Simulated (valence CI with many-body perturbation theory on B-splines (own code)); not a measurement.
## Level structure of Hg58+

Calculated by relativistic CI+MBPT: four valence electrons over a frozen Dirac-Fock core [Ar], radial functions for each j: 7 s, 7 p, 8 d, 6 f, 4 g, 1 h, with the one-electron correlation potential Σ1, the two-electron term Σ2, the three-electron term Σ3, Breit, model QED; selected CI, second order for the rest, scaled by the run's own slope (own B-spline code, finite nucleus).

The last digits are not significant, and no measured levels were compared; by estimate large intervals hold to a few tenths of a per cent, small ones and those within an open d or f shell to about a per cent. The list stops below the first excitations out of the core. Only levels of the ground parity were solved; by the run's estimate the other parity begins above the list, which can be wrong where configurations are misplaced.

Levels 1 to 18 of 18, with energies above the lowest level, (3d3/2^4) J=0. "Leading %" is the weight of the configuration and term that name the level; weights of strongly mixed levels are sums over their largest components and can fall short, so below about 35 % the name and the second component can differ from the true leading terms, or belong to a minority configuration. In the jj column 3d3/2^4 stands for four electrons in 3d with j = 3/2.

| No. | Configuration | Term | J | E (eV) | Leading % | Second component | g | Leading jj |
| --- | --- | --- | --- | --- | --- | --- | --- | --- |
| 1 | 3d4 | 3P | 0 | 0.00 | 61 | 24 % 3d4 5D |  | 3d3/2^4 (99 %) |
| 2 | 3d4 | 5D | 1 | 95.78 | 55 | 45 % 3d4 3P | 1.488 | 3d3/2^3 3d5/2 (100 %) |
| 3 | 3d4 | 3F | 4 | 108.54 | 28 | 26 % 3d4 1G | 1.051 | 3d3/2^3 3d5/2 (99 %) |
| 4 | 3d4 | 5D | 2 | 112.98 | 28 | 20 % 3d4 1D | 1.176 | 3d3/2^3 3d5/2 (97 %) |
| 5 | 3d4 | 3F | 3 | 116.48 | 31 | 20 % 3d4 3G | 1.096 | 3d3/2^3 3d5/2 (98 %) |
| 6 | 3d4 | 5D | 2 | 201.01 | 57 | 13 % 3d4 3P | 1.307 | 3d3/2^2 3d5/2^2 (98 %) |
| 7 | 3d4 | 5D | 0 | 201.09 | 68 | 24 % 3d4 1S |  | 3d3/2^2 3d5/2^2 (99 %) |
| 8 | 3d4 | 3H | 4 | 203.97 | 40 | 33 % 3d4 5D | 1.131 | 3d3/2^2 3d5/2^2 (99 %) |
| 9 | 3d4 | 5D | 3 | 206.40 | 48 | 28 % 3d4 3G | 1.183 | 3d3/2^2 3d5/2^2 (97 %) |
| 10 | 3d4 | 3H | 5 | 209.84 | 66 | 34 % 3d4 3G | 1.076 | 3d3/2^2 3d5/2^2 (100 %) |
| 11 | 3d4 | 1I | 6 | 212.75 | 55 | 45 % 3d4 3H | 1.061 | 3d3/2^2 3d5/2^2 (100 %) |
| 12 | 3d4 | 3D | 1 | 216.56 | 44 | 38 % 3d4 3P | 1.041 | 3d3/2^2 3d5/2^2 (98 %) |
| 13 | 3d4 | 3F | 3 | 219.12 | 45 | 22 % 3d4 3G | 1.046 | 3d3/2^2 3d5/2^2 (99 %) |
| 14 | 3d4 | 3G | 4 | 219.78 | 52 | 41 % 3d4 1G | 1.025 | 3d3/2^2 3d5/2^2 (99 %) |
| 15 | 3d4 | 3F | 2 | 222.18 | 33 | 29 % 3d4 3P | 1.067 | 3d3/2^2 3d5/2^2 (99 %) |
| 16 | 3d4 | 3F | 2 | 236.35 | 54 | 27 % 3d4 3P | 0.956 | 3d3/2^2 3d5/2^2 (98 %) |
| 17 | 3d4 | 3F | 4 | 242.24 | 65 | 29 % 3d4 1G | 1.169 | 3d3/2^2 3d5/2^2 (99 %) |
| 18 | 3d4 | 1D | 2 | 257.05 | 48 | 27 % 3d4 3P | 1.100 | 3d3/2^2 3d5/2^2 (97 %) |

The ionisation energy to 3d3 4F_3/2 of the next ion comes out as 6042.4 eV (NIST: 6041 ± 6 eV (theoretical)). All 18 levels together are meant to be complete up to 267.69 eV.
